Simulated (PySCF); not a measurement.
**Molecular orbitals of GeBr**

PBE0 at R = 2.333 Å; Ge cc-pVTZ-PP with ECP10, Br cc-pVTZ-PP with ECP10; scalar-relativistic core potentials (PySCF 2.14). State: ²Π (doublet), unpaired electrons π ↑. Only the outer orbitals are listed, counted within each symmetry, core potentials removing the inner ones.

```tsv
spin	orbital	occ.	ε (eV)	on Ge (%)	main shells (%)
α	7σ	1	-22.13	7	93 Br s
α	8σ	1	-14.15	78	77 Ge s, 17 Br p
α	9σ	1	-8.93	43	56 Br p, 25 Ge p, 17 Ge s
α	5π	1	-8.87	13	87 Br p, 11 Ge p
α	5π	1	-8.78	10	90 Br p
α	6π	1	-5.16	88	88 Ge p, 11 Br p
α	6π	0	-3.16	91	91 Ge p
α	10σ	0	-0.61	90	88 Ge p, 18 Br p
β	7σ	1	-22.05	6	94 Br s
β	8σ	1	-13.40	72	71 Ge s, 23 Br p
β	5π	1	-8.77	8	91 Br p
β	9σ	1	-8.65	47	52 Br p, 23 Ge p, 23 Ge s
β	5π	1	-8.54	6	93 Br p
β	6π	0	-2.82	92	92 Ge p
β	6π	0	-1.96	94	94 Ge p
β	10σ	0	-0.32	91	88 Ge p, 16 Br p
```

Problem. Which are the highest filled and the lowest empty level, where do they sit, and how wide is the gap?

Solution. Highest filled α 6π at -5.16 eV (in %: 88 Ge p, 11 Br p); lowest empty α 6π at -3.16 eV (in %: 91 Ge p); the gap at PBE0 is 2.00 eV. Both belong to one degenerate shell, split only by its one-sided filling, so this is no excitation gap.

* bond order (Mayer): 1.21
* ⟨S²⟩: 0.754
* charge on Ge (Mulliken, basis-dependent): 0.23
* charge on Ge (Löwdin, basis-dependent): 0.01
* dipole moment (positive dipole means Ge(−)Br(+)): -1.64 D
* polarisability along the bond: 72.1 bohr³
* polarisability across the bond: 39.6 bohr³

Spin–orbit coupling is left out. The state is the lowest determinant that a PBE0 search found; another state may lie lower at other levels.
